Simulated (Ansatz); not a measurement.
`BC[Te][SiH3]` and `[SiH3]C[Te][SiH3]` differ in one atom or group.

Ansatz, PBE0-D4/def2-TZVP geometries, multiplicity 1. Each molecule was computed in one conformer, which needn't be the lowest. `BC[Te][SiH3]` holds a close contact that its SMILES doesn't draw: Te···B 2.46 Å.

Elements past krypton have def2 core potentials.  Spin–orbit coupling is left out; it splits and shifts lone-pair levels of the heavy atoms by tenths of an eV.

| property | `BC[Te][SiH3]` |
| --- | --- |
| HOMO–LUMO gap (ωB97M-V/def2-TZVPP) / eV | 9.56 |
| HOMO energy (B3LYP/def2-TZVPP) / eV | -6.68 |
| HOMO energy (ωB97M-V/def2-TZVPP) / eV | -8.92 |
| HOMO–LUMO gap (B3LYP/def2-TZVPP) / eV | 5.34 |
| LUMO energy (B3LYP/def2-TZVPP) / eV | -1.34 |
| size of the dipole moment (PBE/def2-TZVPP) / D | 1.99 |

Task: Give the same properties after the change, and the shifts. (Best estimate.)

Result: Computed: 
| property | `[SiH3]C[Te][SiH3]` | shift |
| --- | --- | --- |
| HOMO–LUMO gap (ωB97M-V/def2-TZVPP) / eV | 9.05 | -0.51 |
| HOMO energy (B3LYP/def2-TZVPP) / eV | -5.99 | 0.69 |
| HOMO energy (ωB97M-V/def2-TZVPP) / eV | -8.28 | 0.64 |
| HOMO–LUMO gap (B3LYP/def2-TZVPP) / eV | 4.82 | -0.52 |
| LUMO energy (B3LYP/def2-TZVPP) / eV | -1.17 | 0.17 |
| size of the dipole moment (PBE/def2-TZVPP) / D | 0.81 | -1.18 |

With PBE0 the HOMO rises by 0.70 eV and the LUMO rises by 0.16 eV, so the gap narrows by about 0.54 eV. PBE moves the HOMO by 0.74 eV and ωB97M-V by 0.64 eV. Dipoles are sizes alone; their direction can turn.

Positive LUMOs are unbound, so they and the gaps depend on the basis.

B3LYP here is the variant with VWN-RPA as its local correlation; programs differ in this.
